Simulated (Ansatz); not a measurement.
Ansatz (an electronic-structure program) input for BFH2S, SMILES FBS, B3LYP-D3(BJ)/def2-TZVP. 

Ansatz 0.2 input:
```yaml
crystal:
  periodic: [false, false, false]
  atoms:
    - {symbol: B, position_ang: [-0.53109533, 0.59183917, 0.00000000]}
    - {symbol: F, position_ang: [0.28188920, 1.62447836, -0.00000000]}
    - {symbol: H, position_ang: [-1.68424338, 0.79020987, -0.00000000]}
    - {symbol: S, position_ang: [0.17312319, -1.04060752, 0.00000000]}
    - {symbol: H, position_ang: [-0.96725374, -1.71999063, -0.00000001]}
basis:
  gaussian:
    orbitals: def2-TZVP
hamiltonian:
  xc: b3lyp
  dispersion: d3bj
relax: {f_tol: 0.002, max_steps: 200}
```

It prints:

```
WARN ansatz: RAYON_NUM_THREADS=1 ignored (pool sized by the plan → 1); use --threads N
Functional definition: B3LYP
integrals: 0.03 GiB planned
684 factors; their error is unknown
mean field: 0.30 GiB planned
mean field evaluation 1: about -14263.9149 eV, gradient 3.2e1 eV
mean field evaluation 2: about -14262.6417 eV, gradient 4.6e1 eV
mean field evaluation 4: about -14265.6909 eV, gradient 1.2e0 eV
mean field evaluation 8: about -14265.6940 eV, gradient 2.4e-2 eV
mean field evaluation 16: about -14265.7191 eV, gradient 4.3e-5 eV
mean field -14265.71910149 eV, -524.2555073282 hartree, gradient 4.3e-5 eV, S^2 0.000000; 0 other end points of the search recorded, 0 dependent functions left out
the calculation of the forces begins
reference -14265.71930277 eV, -524.2555147250 hartree; 16, 16 occupied and 95, 95 virtual orbitals, 684 factors
relax step   1: F+E_penalty+E_count = -14265.84555831 eV  Δ(F+E_penalty+E_count) = +0.000e0 eV  max|allowed force component| = 6.912e-1 eV/Å  Δτ_max = 0.0000 Å  (28 SCF iters, accepted)
these checks for a lower state are left out or cut short: starts, cluster_reference, orbital_swaps, neighbouring_geometries, increment
integrals: 0.03 GiB planned
684 factors; their error is unknown
mean field: 0.30 GiB planned
mean field -14265.73676876 eV, -524.2561565882 hartree, gradient 1.7e-5 eV, S^2 0.000000; 0 other end points of the search recorded, 0 dependent functions left out
the calculation of the forces begins
reference -14265.73697087 eV, -524.2561640158 hartree; 16, 16 occupied and 95, 95 virtual orbitals, 684 factors
relax step   2: F+E_penalty+E_count = -14265.86312130 eV  Δ(F+E_penalty+E_count) = -1.756e-2 eV  max|allowed force component| = 2.594e-1 eV/Å  Δτ_max = 0.0169 Å  (30 SCF iters, accepted)
these checks for a lower state are left out or cut short: starts, cluster_reference, orbital_swaps, neighbouring_geometries, increment
integrals: 0.03 GiB planned
684 factors; their error is unknown
mean field: 0.30 GiB planned
mean field evaluation 32: about -14265.7401 eV, gradient 1.7e-5 eV
mean field -14265.74009059 eV, -524.2562786633 hartree, gradient 1.7e-5 eV, S^2 0.000000; 0 other end points of the search recorded, 0 dependent functions left out
the calculation of the forces begins
reference -14265.74029311 eV, -524.2562861057 hartree; 16, 16 occupied and 95, 95 virtual orbitals, 684 factors
relax step   3: F+E_penalty+E_count = -14265.86624126 eV  Δ(F+E_penalty+E_count) = -3.120e-3 eV  max|allowed force component| = 3.073e-2 eV/Å  Δτ_max = 0.0084 Å  (31 SCF iters, accepted)
these checks for a lower state are left out or cut short: starts, cluster_reference, orbital_swaps, neighbouring_geometries, increment
integrals: 0.03 GiB planned
684 factors; their error is unknown
mean field: 0.30 GiB planned
mean field -14265.74009536 eV, -524.2562788385 hartree, gradient 1.8e-5 eV, S^2 0.000000; 0 other end points of the search recorded, 0 dependent functions left out
the calculation of the forces begins
reference -14265.74029791 eV, -524.2562862823 hartree; 16, 16 occupied and 95, 95 virtual orbitals, 684 factors
relax step   4: F+E_penalty+E_count = -14265.86625960 eV  Δ(F+E_penalty+E_count) = -1.835e-5 eV  max|allowed force component| = 1.012e-2 eV/Å  Δτ_max = 0.0016 Å  (22 SCF iters, accepted)
these checks for a lower state are left out or cut short: starts, cluster_reference, orbital_swaps, neighbouring_geometries, increment
integrals: 0.03 GiB planned
684 factors; their error is unknown
mean field: 0.30 GiB planned
mean field -14265.74009882 eV, -524.2562789657 hartree, gradient 3.8e-5 eV, S^2 0.000000; 0 other end points of the search recorded, 0 dependent functions left out
the calculation of the forces begins
reference -14265.74030137 eV, -524.2562864093 hartree; 16, 16 occupied and 95, 95 virtual orbitals, 684 factors
relax step   5: F+E_penalty+E_count = -14265.86626149 eV  Δ(F+E_penalty+E_count) = -1.885e-6 eV  max|allowed force component| = 1.192e-3 eV/Å  Δτ_max = 0.0003 Å  (21 SCF iters, accepted)
integrals: 0.03 GiB planned
684 factors; their error is unknown
mean field: 0.30 GiB planned
mean field -14265.74009882 eV, -524.2562789657 hartree, gradient 3.8e-5 eV, S^2 0.000000; 1 other end points of the search recorded, 0 dependent functions left out
the calculation of the forces begins
reference -14265.74030137 eV, -524.2562864093 hartree; 16, 16 occupied and 95, 95 virtual orbitals, 684 factors
Total energy: -14265.86646404 eV, -524.2609228017 hartree
Atom 0 at    -0.530831     0.594110    -0.000000 Å, force     0.000757     0.001192    -0.000000 eV/Å
Atom 1 at     0.294377     1.633017     0.000000 Å, force     0.000052    -0.000416     0.000000 eV/Å
Atom 2 at    -1.705153     0.780031    -0.000000 Å, force    -0.000201    -0.000879     0.000000 eV/Å
Atom 3 at     0.193571    -1.054130    -0.000000 Å, force    -0.000872     0.000175     0.000000 eV/Å
Atom 4 at    -0.979545    -1.707099    -0.000000 Å, force     0.000264    -0.000073    -0.000000 eV/Å
Dipole moment:    -0.258473    -0.214410     0.000000 e Å
```

The run converged.
